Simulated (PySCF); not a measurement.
AgCl, charge +1, sextet, geometry from GFN2-xTB of the parent state (such geometries of metal compounds can be far from the true shape) (the multiplicity is a formal guess) (core potentials on Ag); CAMB3LYP/def2-SV(P) (PySCF).

PySCF was given this input:
```python
from pyscf import gto, scf, dft

mol = gto.Mole()
mol.atom = '''
    Ag   -0.000000   -0.000000   -0.607686
    Cl    0.000000    0.000000    1.680074
'''
mol.basis = 'def2-sv(p)'
mol.ecp = {'Ag': 'def2-sv(p)'}
mol.charge = 1
mol.spin = 5
mol.verbose = 4
mol.build()

mf = dft.ROKS(mol)
mf.xc = 'camb3lyp'
mf.kernel()
```

Write the output that PySCF gives for this input, abridged.


```
PySCF version 2.14.0

[INPUT] verbose = 4
[INPUT] num. atoms = 2
[INPUT] num. electrons = 35
[INPUT] charge = 1
[INPUT] spin (= nelec alpha-beta = 2S) = 5
[INPUT] symmetry False subgroup None
[INPUT] Mole.unit = angstrom
[INPUT] Symbol           X                Y                Z      unit          X                Y                Z       unit  Magmom
[...]
nuclear repulsion = 74.7124869423191
number of shells = 18
number of NR pGTOs = 86
number of NR cGTOs = 42
basis = def2-sv(p)
ecp = {'Ag': 'def2-sv(p)'}

******** <class 'pyscf.dft.roks.ROKS'> ********
method = ROKS
initial guess = minao
damping factor = 0
level_shift factor = 0
DIIS = <class 'pyscf.scf.diis.CDIIS'>
diis_start_cycle = 1
diis_space = 8
diis_damp = 0
SCF conv_tol = 1e-09
SCF conv_tol_grad = None
SCF max_cycles = 50
direct_scf = True
direct_scf_tol = 1e-13
num. doubly occ = 15  num. singly occ = 5
XC library pyscf.dft.libxc version 7.1.2
    S. Lehtola, C. Steigemann, M. J. T. Oliveira, and M. A. L. Marques,  SoftwareX 7, 1–5 (2018)
XC functionals = camb3lyp
    T. Yanai, D. P. Tew, and N. C. Handy,  Chem. Phys. Lett. 393, 51 (2004)
radial grids:
    Treutler-Ahlrichs [JCP 102, 346 (1995); DOI:10.1063/1.469408] (M4) radial grids

becke partition: Becke, JCP 88, 2547 (1988); DOI:10.1063/1.454033
pruning grids: <function nwchem_prune>
grids dens level: 3
symmetrized grids: False
atomic radii adjust function: <function treutler_atomic_radii_adjust>
small_rho_cutoff = 0
Set gradient conv threshold to 3.16228e-05
tot grids = 41320
init E= -594.452214638155

WARN: HOMO -0.406921937603934 >= LUMO -0.406921937603951

cycle= 1 E= -604.754392352561  delta_E= -10.3  |g|= 1.56  |ddm|= 3.16
[...]
cycle= 2 E= -583.315957698988  delta_E= 21.4  |g|= 8.41  |ddm|= 7.15

WARN: HOMO 2.01074932217821 >= LUMO -0.153969501125919

cycle= 3 E= -602.48018855664  delta_E= -19.2  |g|= 2.15  |ddm|= 30.3
[...]
cycle= 4 E= -604.882211524586  delta_E= -2.4  |g|= 1.44  |ddm|= 29.9
[...]
cycle= 5 E= -605.750273815078  delta_E= -0.868  |g|= 0.773  |ddm|= 2.08
[...]
cycle= 6 E= -605.981139370688  delta_E= -0.231  |g|= 0.443  |ddm|= 0.405
[...]
cycle= 7 E= -606.056240869583  delta_E= -0.0751  |g|= 0.253  |ddm|= 0.318
[...]
cycle= 8 E= -606.079269382544  delta_E= -0.023  |g|= 0.153  |ddm|= 0.159
[...]
cycle= 9 E= -606.090119282337  delta_E= -0.0108  |g|= 0.05  |ddm|= 0.202
[...]
cycle= 10 E= -606.092098206752  delta_E= -0.00198  |g|= 0.00737  |ddm|= 0.102
[...]
cycle= 11 E= -606.092193466813  delta_E= -9.53e-05  |g|= 0.0227  |ddm|= 0.0561
[...]
cycle= 12 E= -606.092400210362  delta_E= -0.000207  |g|= 0.0139  |ddm|= 0.0187
[...]
cycle= 13 E= -606.092608126831  delta_E= -0.000208  |g|= 0.00399  |ddm|= 0.0397
[...]
cycle= 14 E= -606.092730200986  delta_E= -0.000122  |g|= 0.00319  |ddm|= 0.0433
[...]
cycle= 15 E= -606.092831758265  delta_E= -0.000102  |g|= 0.00327  |ddm|= 0.0603
[...]
cycle= 16 E= -606.092862785307  delta_E= -3.1e-05  |g|= 0.000795  |ddm|= 0.0393
[...]
cycle= 17 E= -606.09286657044  delta_E= -3.79e-06  |g|= 0.00127  |ddm|= 0.00975
[...]
cycle= 18 E= -606.092868192779  delta_E= -1.62e-06  |g|= 0.000815  |ddm|= 0.00672
[...]
cycle= 19 E= -606.09286886775  delta_E= -6.75e-07  |g|= 3.88e-05  |ddm|= 0.00552
[...]
cycle= 20 E= -606.092868869168  delta_E= -1.42e-09  |g|= 2.89e-05  |ddm|= 0.00029
[...]
cycle= 21 E= -606.092868869836  delta_E= -6.69e-10  |g|= 3.21e-06  |ddm|= 9.39e-05
[...]
Extra cycle  E= -606.092868869944  delta_E= -1.08e-10  |g|= 5.38e-06  |ddm|= 3.36e-05
converged SCF energy = -606.092868869944
```
